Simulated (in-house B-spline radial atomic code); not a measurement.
Ba. Computed with a B-spline radial atomic code. Model: all-electron spherical atom, spin shells full or empty, radial basis limit, no spin-orbit coupling, Breit or QED, empty-state partial waves extrapolated as (l+1/2)^-4, RPA, G0W0 and static COHSEX of the highest shell as one setting changes (uncorrelated shells keep exact exchange).

Given: element Ba; charge 0; filled core Xe; hamiltonian one-electron scalar X2C; mean-field start PBE; highest l of empty states 9; nuclear rms radius 4.8378 fm; highest mean-field shell 6s.

Shell: 6s 1 1 (electrons up and down).

| lowest nl shells left uncorrelated | RPA correlation energy (hartree) | G0W0 level (eV) | G0W0 minus most complete (meV) | COHSEX level (eV) | removal by RPA minus most complete (meV) |
| --- | --- | --- | --- | --- | --- |
| 0 | -4.4378 | -5.2723 | 0 | -7.1464 | 0 |
| 1 | -4.2535 | -5.2722 | 0 | -7.1463 | 0 |
| 2 | -4.0556 | -5.2725 | -0.2 | -7.1472 | 0.3 |
| 3 | -3.4863 | -5.2722 | 0 | -7.1462 | 0.2 |
| 4 | ? | ? | ? | ? | ? |
| 5 | -2.7571 | -5.2727 | -0.4 | -7.1488 | 0.5 |
| 6 | -1.8685 | -5.2682 | 4.1 | -7.1392 | -1 |
| 7 | ? | ? | ? | ? | ? |
| 8 | -1.2466 | -5.2652 | 7.1 | -7.1357 | -3 |
| 9 | -0.44999 | -5.2207 | 51.6 | -7.0534 | -21.8 |
| 10 | -0.33772 | -5.2147 | 57.5 | -7.0469 | -28.7 |
| 11 | -0.062568 | -4.9471 | 325.2 | -6.6456 | -284 |

What follows for lowest nl shells left uncorrelated = 4?

RPA correlation energy -3.3034 hartree; G0W0 level -5.2735 eV; G0W0 minus most complete -1.2 meV; COHSEX level -7.1497 eV; removal by RPA minus most complete 1.2 meV.

What follows for lowest nl shells left uncorrelated = 7?

RPA correlation energy -1.7087 hartree; G0W0 level -5.2725 eV; G0W0 minus most complete -0.2 meV; COHSEX level -7.1506 eV; removal by RPA minus most complete 2.7 meV.
